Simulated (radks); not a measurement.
Task: These are the eigenvalues of the occupied orbitals of an atom or ion with whole-number occupations (eV). Calculated with a radial shooting solver on a logarithmic mesh with Libxc functionals: Dirac Kohn-Sham, PBE, spin-unpolarised, spherical densities, finite nucleus; Fermi nuclear charge, rms radius of each element as measured or else 0.836 A^(1/3) + 0.57 fm.

1s1/2: -40254.86
2s1/2: -6462.674
2p1/2: -6103.236
2p3/2: -5656.648
3s1/2: -1410.097
3p1/2: -1257.844
3p3/2: -1170.076
3d3/2: -903.8376
3d5/2: -884.9903
4s1/2: -304.0346
4p1/2: -247.4742
4p3/2: -228.6238
4d3/2: -135.7563
4d5/2: -132.4527
5s1/2: -63.5864
5p1/2: -47.8952
5p3/2: -45.0126
4f5/2: -28.7946

Which element is it, and in what charge state? The configuration may be excited. Open shells, if any, fill j = l - 1/2 first.

Result: Z = 58, cerium, charge +3: Ce3+ in [Xe] 4f1. The list shows which subshells hold electrons but not how many an open one holds; the 1s level, -1479.3 hartree, gives Z - s = 54.4 by -(Z - s)^2/2, which with screening and relativity narrows Z to a few neighbours, and the depths of the outer levels then fix element, charge and occupations together.
